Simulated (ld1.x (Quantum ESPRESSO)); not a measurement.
**What one change does to a pseudopotential (Be (Z = 4), ultrasoft)**

- Element: beryllium
- Generator: ld1.x (Quantum ESPRESSO) 7.5
- Type: ultrasoft
- Functional: PBEsol
- Relativity: non-relativistic
- Frozen core: none
- Valence charge: 4
- Reference configuration: 1s2 2s2 2p0
- Partial waves: 1s (bound): rcut 0.65, rcutus 0.75 bohr; 2s (bound): rcut 0.65, rcutus 0.75 bohr; 2p (bound, empty): rcut 3.70, rcutus 4.45 bohr; 2p channel at 1.4 Ry: rcut 3.70, rcutus 4.45 bohr; 3d channel at 0.15 Ry: rcut 4.15, rcutus 4.55 bohr; 3d channel at 2.5 Ry: rcut 4.15, rcutus 4.55 bohr
- Local potential: all-electron potential smoothed inside 0.70 bohr (lloc = -1)
- Core correction: none
- Augmentation charge: PSQ, radius 0.55 bohr

All-electron outer shells of the reference configuration (PBEsol, non-relativistic, ld1.x):

```csv
shell,level (eV),outermost node (bohr),outermost maximum (bohr)
1s,-105.44,–,0.27
2s,-5.54,0.60,2.07
2p,-1.97,–,2.31
```

Change: augmentation PSQ, radius 0.60 bohr.

Cutoffs: the cutoffs (Ry, on a coarse ladder) from which the occupation-weighted sum of valence levels, in a spherical-Bessel basis at the reference potential, stays within 10 and 1 mRy of its value at 400 Ry; they do not see the model core or the augmentation charge, which bear on the density cutoff. Errors are all-electron minus pseudo energies relative to the spin-unpolarised reference configuration.

**Question.** Predict the effect on cutoff, ghosts and configuration errors.

**Answer.** The potential gets neither clearly harder nor softer (120 Ry and 180 Ry → 120 Ry and 180 Ry); of the 7 tests that both files solve, the error grows in 3 and shrinks in 1 by more than 15 % and 0.3 meV (median size 153.1 → 263.4 meV); neither file shows a bound ghost at the reference potential, the only one tested.

| quantity | base | changed |
| --- | --- | --- |
| cutoff, loose | 120 Ry | 120 Ry |
| cutoff, tight | 180 Ry | 180 Ry |
| bound ghosts | none | none |
| error for 1s2 2s1 2p0, meV [ΔE 9.46 eV] | +0.1 | +0.8 |
| error for 1s2 2s0 2p0, meV [ΔE 27.18 eV] | +0.8 | +8.0 |
| error for 1s2 2s1.5 2p0, meV [ΔE 3.72 eV] | 0.0 | +0.1 |
| error for 1s2 2s0 2p2, meV [ΔE 7.21 eV] | +675 | +646 |
| error for 1s2 2s0 2p1, meV [ΔE 13.36 eV] | +574 | +649 |
| error for 1s1 2s2 2p0, meV [ΔE 127.35 eV] | +532 | +365 |
| error for 1s2 2s1 2p1, meV [ΔE 3.59 eV] | +153 | +263 |
| s: phases at 4.93 bohr within 0.05 rad from the reference energy up to (Ry; the scan ends near 5) | to the end of the scan | to the end of the scan |
| p: phases at 4.93 bohr within 0.05 rad from the reference energy up to (Ry; the scan ends near 5) | 0.4 | 0.4 |
| d: phases at 4.93 bohr within 0.05 rad from the reference energy up to (Ry; the scan ends near 5) | 1.2 | 1.2 |
| lowest overlap eigenvalue by channel | s 0.31, p 0.74, d 0.89 | s 0.31, p 0.74, d 0.89 |

Changed file: These tests converged, but a pseudo level misses the all-electron one widely, so the file describes the atom poorly there or has found another state: 1s1 2s2 2p0: empty 2p by 2.0 eV.
